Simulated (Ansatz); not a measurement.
Input for Ansatz (development build ahead of 0.2.0):

```yaml
crystal:
  periodic: [false, false, false]
  atoms:
    - { symbol: H, position_ang: [2.185, 0.0, 0.4255] }
    - { symbol: H, position_ang: [1.0925, 1.89227, 0.4255] }
    - { symbol: H, position_ang: [-1.0925, 1.89227, 0.4255] }
    - { symbol: H, position_ang: [-2.185, 0.0, 0.4255] }
    - { symbol: H, position_ang: [-1.0925, -1.89227, 0.4255] }
    - { symbol: H, position_ang: [1.0925, -1.89227, 0.4255] }
    - { symbol: H, position_ang: [2.185, 0.0, -0.4255] }
    - { symbol: H, position_ang: [1.0925, 1.89227, -0.4255] }
    - { symbol: H, position_ang: [-1.0925, 1.89227, -0.4255] }
    - { symbol: H, position_ang: [-2.185, 0.0, -0.4255] }
    - { symbol: H, position_ang: [-1.0925, -1.89227, -0.4255] }
    - { symbol: H, position_ang: [1.0925, -1.89227, -0.4255] }
basis:
  gaussian: { orbitals: def2-SVP }
hamiltonian:
  xc: hf
correlation:
  method: mp2
  frozen_orbitals: { H: 0 }
output:
  forces: true
```

The input is written out in the form of the current development build from the run's settings.

The run gave:

```json
{"Converged": "yes", "Reference energy": "-6.68064 hartree", "Correlation energy": "-0.17206 hartree", "Total energy": "-6.85270 hartree"}
```

Forces (eV/Å):
```
atom      Fx      Fy      Fz
  H1   0.327   0.000  -3.084
  H2   0.163   0.283  -3.084
  H3  -0.163   0.283  -3.084
  H4  -0.327   0.000  -3.084
  H5  -0.163  -0.283  -3.084
  H6   0.163  -0.283  -3.084
  H7   0.327   0.000   3.084
  H8   0.163   0.283   3.084
  H9  -0.163   0.283   3.084
 H10  -0.327   0.000   3.084
 H11  -0.163  -0.283   3.084
 H12   0.163  -0.283   3.084
```

Caution: bonds are stretched, where a single reference can fail; stretched shape with no unrestricted run beside it, a lower state can exist.
